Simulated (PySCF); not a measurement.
# Excitation energy of Zn by level of theory

Zn [Ar] 3d10 4s2 (1S) → Zn [Ar] 3d9 4s2 4p1 (high-spin determinant), as a difference of total energies. Calculation: PySCF 2.14, in aug-cc-pwCVDZ-PP with ECP10MDF; a scalar-relativistic core potential. Correlated levels: valence: 3s2 3p6 frozen. The calculations carry no spin-orbit coupling.

```tsv
method	excitation energy (eV)
UHF	8.875
MP2 (valence)	11.609
SCS-MP2 (valence)	11.296
CCSD (valence)	10.855
CCSD(T) (valence)	11.004
```

How much does correlation contribute at CCSD(T) (valence)?

11.004 − (8.875) = 2.129 eV, measured against UHF.

The upper state lies above the first ionisation limit, where it may autoionise and the basis confines it.

The determinant of the upper state mixes LS terms, which raises its energy above the lowest term, most at the Hartree-Fock and MP2 levels.
